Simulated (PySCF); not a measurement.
# Dipole response of Ni (nickel, neutral)

[Ar] 3d10, closed-shell 1S (an excited configuration). Calculation: PySCF 2.14, in aug-cc-pwCVTZ-DK (10s9p7d4f3g, 127 functions); the spin-free X2C one-electron Hamiltonian (Gaussian nucleus). Coupled (time-dependent) response in atomic units; α is the mean over directions.

```csv
method,mean α (bohr³),C₆ (like pair),S(−4)
UHF,18.11,59.13,765.9
PBE,47.22,149.9,10270
PBE0,33.43,107.3,3964
```

S(−4) is the Cauchy moment in α(ω) = α(0) + S(−4) ω² + …

α(iu) at PBE0:

```csv
u (hartree),α(iu) (bohr³)
0,33.43
0.0500,26.13
0.100,17.00
0.200,9.150
0.300,6.549
0.500,4.674
0.750,3.673
1.00,3.020
1.50,2.119
2.00,1.544
3.00,0.9167
5.00,0.4378
```
